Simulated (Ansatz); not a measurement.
`C[SiH]1CCC1` → 4 C• + 10 H• + Si•  (atomization)

Computed with Ansatz on PBE0-D4/def2-TZVP structures; ΔE is electronic, products minus reactants. CCSD(T)/CBS is the MP2 limit (def2-TZVPP, def2-QZVPP) plus CCSD(T) − MP2 in def2-TZVPP, frozen cores. This one scheme is used for every species, atoms too. DFT in def2-TZVPP. B3LYP here is the variant with VWN-RPA as its local correlation; programs differ in this. Open shells (•) are unrestricted, without spin–orbit coupling. Spin–orbit coupling would lower the free atoms: a little for C, Si.

`C[SiH]1CCC1`:

```xyz
15

C    -1.027    1.346    1.531
Si   -0.187    0.733   -0.021
C    -0.735   -0.858   -0.870
C     0.777   -1.142   -1.084
C     1.395   -0.289    0.058
H    -2.024    1.734    1.305
H    -1.132    0.544    2.265
H    -0.451    2.155    1.990
H    -0.063    1.860   -0.994
H    -1.163   -1.561   -0.149
H    -1.357   -0.857   -1.764
H     1.092   -0.742   -2.051
H     1.052   -2.200   -1.065
H     1.445   -0.864    0.987
H     2.377    0.141   -0.137
```

| level | ΔE (kJ/mol) | difference from CCSD(T)/CBS |
| --- | --- | --- |
| r2SCAN-D4 | 5787.3 | 17.4 |
| PBE0-D4 | 5806.0 | 36.1 |
| B3LYP-D4 | 5769.1 | -0.8 |
| PBE | 5822.5 | 52.6 |
| PBE0 | 5780.2 | 10.3 |
| HF/def2-TZVPP | 4380.4 | -1389.5 |
| CCSD/def2-TZVPP | 5580.1 | -189.8 |
| HF/def2-QZVPP | 4385.8 | -1384.1 |
| MP2/def2-QZVPP | 5765.6 | -4.3 |
| SCS-MP2/def2-QZVPP | 5766.7 | -3.2 |
| CCSD(T)/CBS | 5769.9 | 0 |

Largest T1 diagnostic among the species: 0.012.

The D4 term adds +49.1 kJ/mol with B3LYP and +25.8 kJ/mol with PBE0; it sums over pairs of atoms, weighted by their polarisabilities, and B3LYP, whose exchange is more repulsive, gets the larger term. From PBE to PBE0 (25 % exact exchange), in def2-TZVPP and without D4, ΔE moves by −42.3 kJ/mol: exact exchange takes away binding that semilocal exchange gives to molecules.

For atomizations the MP2-based limit and the directly extrapolated one differ by several kJ/mol either way, and by 10 to 25 for some Ge, Se and Sn compounds, so smaller differences from it don't rank the levels.
